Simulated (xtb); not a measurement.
CH5O, charge +1, singlet, geometry from GFN2-xTB. Base run: GFN2-xTB (xtb 6.7.1).

Geometry (Å):
```xyz
7

C     -0.0193     0.7511     0.0009
O     -0.0195    -0.7100     0.0731
H     -1.0539     1.0848     0.0621
H      0.8996    -1.0560     0.0662
H      0.5255     1.1244     0.8667
H      0.4399     1.1124    -0.9182
H     -0.5397    -1.0921    -0.6670
```
Charge +1, spin multiplicity 1.
All else is at xtb's defaults.
Base energy -8.25667 Eh.

Variants of this job, named by their change:

```csv
change,ΔE vs base (mEh),HOMO-LUMO gap (eV),G_solv (kcal/mol),SCF cycles
base,0.000,10.36,-,9
acc = 1000,0.001,10.35,-,5
etemp = 3000,0.000,10.36,-,9
alpb = dmso,?,?,?,8
alpb = chcl3,?,?,?,9
etemp = 5000,0.000,10.36,-,9
etemp = 10000,-0.425,10.37,-,9
acc = 0.1,0.000,10.36,-,10
```

**Question.** Some entries are withheld; supply them.

**Answer.** 
- alpb = dmso, ΔE vs base (mEh): -117.5
- alpb = dmso, HOMO-LUMO gap (eV): 10.72
- alpb = dmso, G_solv (kcal/mol): -75.62
- alpb = chcl3, ΔE vs base (mEh): -93.508
- alpb = chcl3, HOMO-LUMO gap (eV): 10.57
- alpb = chcl3, G_solv (kcal/mol): -58.92

ALPB and GBSA are two models with their own fitted parameters for each solvent, which aren't always the measured dielectric constant.
